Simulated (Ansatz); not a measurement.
A structure relaxed at PBE0-D4/def2-SVPD in Ansatz, charge -1, doublet:

```csv
atom,x (Å),y (Å),z (Å)
Hg1,-0.8441,-0.1869,-0.2364
Hg2,1.9117,1.0782,0.6292
O3,1.2904,-0.9953,0.1765
O4,-2.1492,-1.6277,-0.7673
O5,-0.2088,1.7317,0.1980
```

Q: Give its formula and point group.

A: the cluster Hg₂O₃⁻. Point group Cs (tolerance 0.1 Å).

Q: Summarise the bond lengths by kind (pairs closer than 1.2 times the sum of covalent radii, bridged metal pairs left out).

A: 5 × Hg–O 2.02 to 2.32 Å.

In the def2 sets Hg takes a core potential; there is no spin–orbit coupling. The charge -1 doublet is spin-contaminated (final ⟨S²⟩ up to 1.58, 0.75 for a pure state). The relaxation made no stability test and no search for a lower SCF solution. Another isomer (doublet) lies 2.14 eV lower at PBE0-D4/def2-TZVPD; other spin states weren't run for this one.
